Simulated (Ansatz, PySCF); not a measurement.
Process, species as SMILES: C/C=C\CCC → C/C=C(\C)CC
Geometries: B3LYP-D3(BJ)/def2-TZVP minima from Ansatz (a first-principles code), one conformer each, not searched for the lowest. Frequencies are from Ansatz or PySCF.

Wanted: isomerisation energy (enthalpy at 298 K, with B3LYP-D3(BJ) rigid-rotor harmonic-oscillator terms), in kcal/mol. Cores are frozen in the correlated levels unless marked. No spin-orbit coupling. No relativistic terms. CBS(X,Y): correlation extrapolated as X^-3; Hartree-Fock from the larger set.

From measured enthalpies of formation at 298 K: -2.6 kcal/mol (C/C=C\CCC -12.5, CRC Handbook; C/C=C(\C)CC -15.1, CRC Handbook). It holds spin-orbit effects, and any other conformers, which the calculations lack, and core correlation, which the frozen-core levels lack. This is an older compilation, not checked against later work.

```tsv
level	program	isomerisation energy (kcal/mol)	error against measurement
HF/aug-cc-pVDZ	Ansatz	-0.9	1.7
HF/aug-cc-pVQZ	Ansatz	-0.9	1.7
B3LYP/def2-TZVPD	Ansatz	-2.0	0.6
PBE0/def2-SVP	Ansatz	-2.6	0.0
PBE0-D4/def2-TZVP	Ansatz + dftd4	-3.0	-0.4
B2GP-PLYP-D3(BJ)/def2-TZVPD	Ansatz + dftd3	-2.8	-0.2
B2GP-PLYP-D4/def2-TZVPD	Ansatz + dftd4	-2.8	-0.2
B2PLYP/def2-TZVPD	Ansatz	-2.4	0.2
RI-MP2/cc-pVTZ	Ansatz	-3.3	-0.7
CCSD(T)/CBS(cc-pVTZ,cc-pVQZ)	Ansatz	-2.7	-0.1
```
